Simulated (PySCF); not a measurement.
Job file and geometry (Å, from GFN2-xTB) of an NMR shielding run on SMILES F[C@@H]1[SiH2]CC[C@H]1C[SiH3], C5H13FSi2, PySCF, GIAO PBE0/pcSseg-1 NMR shielding, non-relativistic, gas phase; density fitting, a coarse starting grid and PySCF grid level 2 are the driver's defaults:

```
$ OMP_NUM_THREADS=1 python probes_run.py task.json out

{"job": {"kind": "nmr", "xc": "PBE0", "basis": "pcSseg-1"}, "charge": 0, "multiplicity": 1}
F     -0.190577     2.107734     0.548671
C     -0.525691     0.964094    -0.170120
Si    -2.402662     0.553395    -0.043447
C     -2.063450    -1.259337     0.430906
C     -0.599892    -1.488828     0.041401
C      0.215595    -0.244557     0.405480
C      1.661432    -0.337038    -0.071399
Si     2.736357     1.172554     0.377348
H     -0.189791     1.164333    -1.193957
H     -3.045384     1.348673     0.998309
H     -3.063660     0.701840    -1.342335
H     -2.180440    -1.404624     1.505720
H     -2.712279    -1.984155    -0.056988
H     -0.190604    -2.371223     0.537818
H     -0.529694    -1.651661    -1.037439
H      0.207464    -0.131939     1.495842
H      1.665069    -0.483819    -1.154872
H      2.108982    -1.235925     0.360106
H      2.401791     2.316562    -0.467582
H      2.557507     1.489400     1.792889
H      4.131007     0.791462     0.126095
```

Q: Write the output of this run.

A: 
```
coarse grid: 17824 points
cycle   1  E = -876.4171972277  dE =  6.391e-01  |g| = 5.540e-01  |ddm| = 4.001e+00
cycle   2  E = -876.3836542194  dE =  3.354e-02  |g| = 7.177e-01  |ddm| = 1.018e+00
cycle   3  E = -876.4817083127  dE = -9.805e-02  |g| = 5.334e-02  |ddm| = 5.928e-01
cycle   4  E = -876.4819736220  dE = -2.653e-04  |g| = 3.174e-02  |ddm| = 5.069e-02
cycle   5  E = -876.4821814733  dE = -2.079e-04  |g| = 5.940e-03  |ddm| = 3.205e-02
cycle   6  E = -876.4821894617  dE = -7.988e-06  |g| = 1.527e-03  |ddm| = 7.773e-03
final grid: 161336 points
cycle   7  E = -876.5362862746  dE = -4.593e-05  |g| = 9.692e-03  |ddm| = 3.268e-02
cycle   8  E = -876.5362636631  dE =  2.261e-05  |g| = 1.407e-02  |ddm| = 2.137e-02
cycle   9  E = -876.5363089042  dE = -4.524e-05  |g| = 9.590e-04  |ddm| = 1.265e-02
cycle  10  E = -876.5363090399  dE = -1.356e-07  |g| = 3.460e-04  |ddm| = 9.486e-04
cycle  11  E = -876.5363090608  dE = -2.094e-08  |g| = 5.003e-05  |ddm| = 3.099e-04
cycle  12  E = -876.5363090614  dE = -5.405e-10  |g| = 1.427e-05  |ddm| = 7.223e-05
converged SCF energy = -876.5363090614

GIAO shielding tensors (ppm)
atom      isotropic    diamagn.    paramagn.     s11        s22        s33       span
  0 F      415.849     475.020     -59.171    381.550    387.143    478.855     97.304
  1 C       88.297     249.277    -160.980     42.081     78.553    144.259    102.178
  2 Si     379.760     880.200    -500.440    334.642    379.813    424.825     90.184
  3 C      177.339     251.840     -74.500    160.783    172.412    198.823     38.040
  4 C      148.735     250.047    -101.312    118.117    154.029    174.058     55.941
  5 C      136.158     251.387    -115.230    118.838    140.188    149.446     30.608
  6 C      169.134     250.239     -81.105    149.121    166.780    191.500     42.379
  7 Si     420.753     879.260    -458.507    398.683    405.110    458.465     59.782
  8 H       26.921      32.858      -5.936     25.648     26.882     28.235      2.588
  9 H       27.288      28.878      -1.590     24.048     24.941     32.874      8.826
 10 H       27.432      28.769      -1.337     24.108     24.949     33.240      9.132
 11 H       30.525      30.448       0.077     26.118     27.790     37.667     11.549
 12 H       30.720      28.996       1.724     25.720     27.473     38.967     13.247
 13 H       29.603      32.205      -2.602     24.060     29.191     35.557     11.497
 14 H       30.640      33.276      -2.636     26.109     30.602     35.208      9.099
 15 H       29.803      35.217      -5.415     26.525     30.651     32.232      5.706
 16 H       31.263      32.276      -1.014     27.100     30.268     36.420      9.320
 17 H       30.587      31.533      -0.946     24.739     29.750     37.272     12.534
 18 H       27.752      29.032      -1.280     23.980     26.970     32.304      8.324
 19 H       27.864      29.203      -1.340     24.415     26.538     32.638      8.223
 20 H       27.847      28.227      -0.380     24.209     25.384     33.949      9.739
```

Q: Turn these shieldings into chemical shifts. Referencing at the same level of theory: CFCl3 for ¹⁹F (σref 170.95); TMS for ¹³C (σref 186.93) and ²⁹Si (σref 349.16) and ¹H (σref 31.72).

A: Averaging equivalent atoms: F 0: -244.9; C 1: 98.6; C 5: 50.8; C 4: 38.2; C 6: 17.8; C 3: 9.6; Si 2: -30.6; Si 7: -71.6; H 8: 4.80; H 9: 4.43; H 10: 4.28; H 18/19/20: 3.90; H 13: 2.11; H 15: 1.91; H 11: 1.19; H 17: 1.13; H 14: 1.08; H 12: 1.00; H 16: 0.45 ppm. Unscaled 19F shifts against computed CFCl3 carry errors that often reach 10 to 50 ppm.

Size and cost of the density-fitted run: 215 basis functions, 78 s wall time on 1 thread of an Arm Neoverse N1, shared host; peak memory 0.88 GiB.
